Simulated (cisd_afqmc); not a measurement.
Input (AFQMC/CISD/def2-SVP; cisd_afqmc is a phaseless AFQMC code with CISD trial states that reads the integrals written by Ansatz):

Ansatz 0.2 input:
```python
import cisd_afqmc

open("ham.yaml", "w").write("""\
crystal:
  periodic: [false, false, false]
  atoms:
    - {symbol: Au, position_ang: [-0.00000000, -0.00000000, -0.39913160]}
    - {symbol: Cl, position_ang: [0.00000000, 0.00000000, 1.85478802]}
basis:
  gaussian:
    orbitals: def2-SVP
magnetization: {spin_polarized: false}
correlation: {method: ccsd, electrons: outside_noble_gas, hamiltonian_folder: ham}
""")
rep = cisd_afqmc.ansatz("ham.yaml")
e_ccsd = rep["correlation"]["coupled_cluster"]["energy"]["hartree"]
out = cisd_afqmc.run("ham", e_ccsd, trial="CISD", walkers=200, populations=8, threads=8, dt=0.005, steps=40, early=36, settle=10, least=32,
    cut=5e-5, rank_cut=2e-4, target=0.0004, seconds=1500, seed=1, memory=17280, gpu=False)
```

Output:

```
orbitals 41, occupied [9], factors 222 of 484, rank of the doubles 148 of 288
E(HF) = -594.160622
E(CCSD) on the cut factors = -594.553397, shift to the whole factors 0.000007
Energy of the trial state on the determinant = -594.553432
  tau behind 10.8 of longer steps, mean of the populations' last blocks
   2.0  -594.56308
   4.0  -594.56289
   6.0  -594.56430
   8.0  -594.56299
  10.0  -594.56255
blocks 526 (0 outliers left out), error by blocks joined: 1: 0.00017, 2: 0.00021, 4: 0.00026, 8: 0.00030, 16: 0.00039
E(AFQMC/CISD) = -594.56292 +/- 0.00039
```

The error still grows at the longest joins of blocks, or few joins were possible, so the printed bar may be too narrow.
